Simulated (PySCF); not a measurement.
InO, doublet, geometry from GFN2-xTB (such geometries of metal compounds can be far from the true shape) (all electrons, no relativity); PySCF with PBE/3-21G.

The PySCF input:
```python
from pyscf import gto, scf, dft

mol = gto.Mole()
mol.atom = '''
    In   -0.000000   -0.000000   -0.259256
    O     0.000000    0.000000    1.587945
'''
mol.basis = '3-21g'
mol.charge = 0
mol.spin = 1
mol.verbose = 4
mol.symmetry = True
mol.build()

mf = dft.UKS(mol)
mf.xc = 'pbe'
mf.kernel()
mf.analyze()
```

Output, abridged:

```
PySCF version 2.14.0

[INPUT] verbose = 4
[INPUT] num. atoms = 2
[INPUT] num. electrons = 57
[INPUT] charge = 0
[INPUT] spin (= nelec alpha-beta = 2S) = 1
[INPUT] symmetry True subgroup None
[INPUT] Mole.unit = angstrom
[INPUT] Symbol           X                Y                Z      unit          X                Y                Z       unit  Magmom
[...]
nuclear repulsion = 112.298264607176
point group symmetry = Coov
symmetry origin: [0.00000000e+00 0.00000000e+00 5.30449439e-07]
symmetry axis x: [1. 0. 0.]
symmetry axis y: [0. 1. 0.]
symmetry axis z: [0. 0. 1.]
num. orbitals of irrep A1 = 18
num. orbitals of irrep E1x = 9
num. orbitals of irrep E1y = 9
num. orbitals of irrep E2x = 2
num. orbitals of irrep E2y = 2
number of shells = 18
number of NR pGTOs = 96
number of NR cGTOs = 40
basis = 3-21g
ecp = {}

******** <class 'pyscf.dft.uks_symm.SymAdaptedUKS'> ********
method = SymAdaptedUKS
initial guess = minao
damping factor = 0
level_shift factor = 0
DIIS = <class 'pyscf.scf.diis.CDIIS'>
diis_start_cycle = 1
diis_space = 8
diis_damp = 0
SCF conv_tol = 1e-09
SCF conv_tol_grad = None
SCF max_cycles = 50
direct_scf = True
direct_scf_tol = 1e-13
number electrons alpha = 29  beta = 28
XC library pyscf.dft.libxc version 7.1.2
    S. Lehtola, C. Steigemann, M. J. T. Oliveira, and M. A. L. Marques,  SoftwareX 7, 1–5 (2018)
XC functionals = pbe
    J. P. Perdew, K. Burke, and M. Ernzerhof,  Phys. Rev. Lett. 77, 3865 (1996)
    J. P. Perdew, K. Burke, and M. Ernzerhof,  Phys. Rev. Lett. 78, 1396 (1997)
    J. P. Perdew, K. Burke, and M. Ernzerhof,  Phys. Rev. Lett. 77, 3865 (1996)
    J. P. Perdew, K. Burke, and M. Ernzerhof,  Phys. Rev. Lett. 78, 1396 (1997)
radial grids:
    Treutler-Ahlrichs [JCP 102, 346 (1995); DOI:10.1063/1.469408] (M4) radial grids

becke partition: Becke, JCP 88, 2547 (1988); DOI:10.1063/1.454033
pruning grids: <function nwchem_prune>
grids dens level: 3
symmetrized grids: True
atomic radii adjust function: <function treutler_atomic_radii_adjust>
small_rho_cutoff = 0
Freeze 0 electrons in irreps []
    57 free electrons in irreps A1 E1x E1y E2x E2y
Set gradient conv threshold to 3.16228e-05
tot grids = 35960
init E= -5779.82487981247

cycle= 1 E= -5790.90059537497  delta_E= -11.1  |g|= 0.889  |ddm|= 1.22
cycle= 2 E= -5783.3281815942  delta_E= 7.57  |g|= 2.34  |ddm|= 5.07
cycle= 3 E= -5791.24061980703  delta_E= -7.91  |g|= 0.391  |ddm|= 5.01
cycle= 4 E= -5791.32238674149  delta_E= -0.0818  |g|= 0.221  |ddm|= 0.657
cycle= 5 E= -5791.34906563573  delta_E= -0.0267  |g|= 0.101  |ddm|= 0.156
cycle= 6 E= -5791.3498937165  delta_E= -0.000828  |g|= 0.0924  |ddm|= 0.022
cycle= 7 E= -5791.352103618  delta_E= -0.00221  |g|= 0.0673  |ddm|= 0.0325
cycle= 8 E= -5791.35381704152  delta_E= -0.00171  |g|= 0.0355  |ddm|= 0.0257
cycle= 9 E= -5791.35452344134  delta_E= -0.000706  |g|= 0.00175  |ddm|= 0.0313
cycle= 10 E= -5791.35452647793  delta_E= -3.04e-06  |g|= 0.000847  |ddm|= 0.00428
cycle= 11 E= -5791.35452684353  delta_E= -3.66e-07  |g|= 4.12e-05  |ddm|= 0.000724
cycle= 12 E= -5791.35452684444  delta_E= -9.09e-10  |g|= 3.07e-06  |ddm|= 5.15e-05
Extra cycle  E= -5791.35452684425  delta_E= 1.88e-10  |g|= 1.98e-05  |ddm|= 1.85e-05
converged SCF energy = -5791.35452684425  <S^2> = 0.75394125  2S+1 = 2.0039374
**** SCF Summaries ****
Total Energy =                       -5791.354526844253996
Nuclear Repulsion Energy =             112.298264607175952
One-electron Energy =                -8222.663673875496897
Two-electron Energy =                 2319.010882424066494
Two-electron Coulomb Energy =         2483.163420716569817
DFT Exchange-Correlation Energy =     -164.152538292503493
TODO: total wave-function symmetry for Coov
alpha occupancy for each irrep:     A1  E1x  E1y  E2x  E2y
                                    15    6    6    0    0
beta  occupancy for each irrep:     A1  E1x  E1y  E2x  E2y
                                    14    6    6    0    0
**** MO energy ****
[...]
alpha MO #17 (E1x #4), energy= -2.73490125266171 occ= 1
alpha MO #18 (E1y #4), energy= -2.73490125266171 occ= 1
alpha MO #19 (A1 #9), energy= -2.73409120574932 occ= 1
alpha MO #20 (A1 #10), energy= -0.841029000662584 occ= 1
alpha MO #21 (E1x #5), energy= -0.729638111037803 occ= 1
alpha MO #22 (E1y #5), energy= -0.729638111037803 occ= 1
alpha MO #23 (E2x #2), energy= -0.728972363346434 occ= 1
alpha MO #24 (E2y #2), energy= -0.728972363346434 occ= 1
alpha MO #25 (A1 #11), energy= -0.691608462263598 occ= 1
alpha MO #26 (A1 #12), energy= -0.317004783861015 occ= 1
alpha MO #27 (E1x #6), energy= -0.220656056388032 occ= 1
alpha MO #28 (E1y #6), energy= -0.220656056388032 occ= 1
alpha MO #29 (A1 #13), energy= -0.216531197851251 occ= 1
alpha MO #30 (E1x #7), energy= -0.0625009601440913 occ= 0
alpha MO #31 (E1y #7), energy= -0.0625009601440913 occ= 0
alpha MO #32 (A1 #14), energy= 0.0192061548407048 occ= 0
alpha MO #33 (A1 #15), energy= 0.121110880762098 occ= 0
alpha MO #34 (E1x #8), energy= 0.173560868138005 occ= 0
alpha MO #35 (E1y #8), energy= 0.173560868138005 occ= 0
alpha MO #36 (A1 #16), energy= 0.270294385598512 occ= 0
alpha MO #37 (E1x #9), energy= 1.39965047501447 occ= 0
alpha MO #38 (E1y #9), energy= 1.39965047501447 occ= 0
alpha MO #39 (A1 #17), energy= 1.53550109339991 occ= 0
alpha MO #40 (A1 #18), energy= 2.45704213585157 occ= 0
beta  MO #1 (A1 #1), energy= -978.665473133751 occ= 1
beta  MO #2 (A1 #2), energy= -143.50300696794 occ= 1
beta  MO #3 (E1x #1), energy= -133.549610133087 occ= 1
beta  MO #4 (E1y #1), energy= -133.549610133087 occ= 1
beta  MO #5 (A1 #3), energy= -133.549202651833 occ= 1
beta  MO #6 (A1 #4), energy= -27.1731440838863 occ= 1
beta  MO #7 (E1x #2), energy= -23.0341730482987 occ= 1
beta  MO #8 (E1y #2), energy= -23.0341730482987 occ= 1
beta  MO #9 (A1 #5), energy= -23.0311523733421 occ= 1
beta  MO #10 (A1 #6), energy= -18.6313425493773 occ= 1
beta  MO #11 (A1 #7), energy= -15.9949556394417 occ= 1
beta  MO #12 (E2x #1), energy= -15.9945153520387 occ= 1
beta  MO #13 (E2y #1), energy= -15.9945153520387 occ= 1
beta  MO #14 (E1x #3), energy= -15.9927251092439 occ= 1
beta  MO #15 (E1y #3), energy= -15.9927251092439 occ= 1
beta  MO #16 (A1 #8), energy= -4.073176675552 occ= 1
beta  MO #17 (E1x #4), energy= -2.73378087665887 occ= 1
beta  MO #18 (E1y #4), energy= -2.73378087665887 occ= 1
beta  MO #19 (A1 #9), energy= -2.73194612392757 occ= 1
beta  MO #20 (A1 #10), energy= -0.818706849795163 occ= 1
beta  MO #21 (E2x #2), energy= -0.727671865437486 occ= 1
beta  MO #22 (E2y #2), energy= -0.727671865437486 occ= 1
beta  MO #23 (E1x #5), energy= -0.72712157748243 occ= 1
beta  MO #24 (E1y #5), energy= -0.72712157748243 occ= 1
beta  MO #25 (A1 #11), energy= -0.678579021723793 occ= 1
beta  MO #26 (A1 #12), energy= -0.284252614232167 occ= 1
beta  MO #27 (E1x #6), energy= -0.207012160759613 occ= 1
beta  MO #28 (E1y #6), energy= -0.207012160759613 occ= 1
beta  MO #29 (A1 #13), energy= -0.171588586070427 occ= 0
beta  MO #30 (E1x #7), energy= -0.0524264117140623 occ= 0
beta  MO #31 (E1y #7), energy= -0.0524264117140623 occ= 0
beta  MO #32 (A1 #14), energy= 0.0311290289964008 occ= 0
beta  MO #33 (A1 #15), energy= 0.133799665297179 occ= 0
beta  MO #34 (E1x #8), energy= 0.179523283811592 occ= 0
beta  MO #35 (E1y #8), energy= 0.179523283811592 occ= 0
beta  MO #36 (A1 #16), energy= 0.289327050387119 occ= 0
beta  MO #37 (E1x #9), energy= 1.41242105176477 occ= 0
beta  MO #38 (E1y #9), energy= 1.41242105176477 occ= 0
beta  MO #39 (A1 #17), energy= 1.5908991212615 occ= 0
beta  MO #40 (A1 #18), energy= 2.48595384303266 occ= 0
 ** Mulliken pop alpha/beta on meta-lowdin orthogonal AOs **
 ** Mulliken pop       alpha | beta **
[...]
In total            29.00000 | 28.00000
 ** Mulliken atomic charges   ( Nelec_alpha | Nelec_beta ) **
charge of  0In =      0.33543  (    24.54005     24.12452 )
charge of  1O =     -0.33543  (     4.45995      3.87548 )
Dipole moment(X, Y, Z, Debye):  0.00000,  0.00000, -2.51937
```
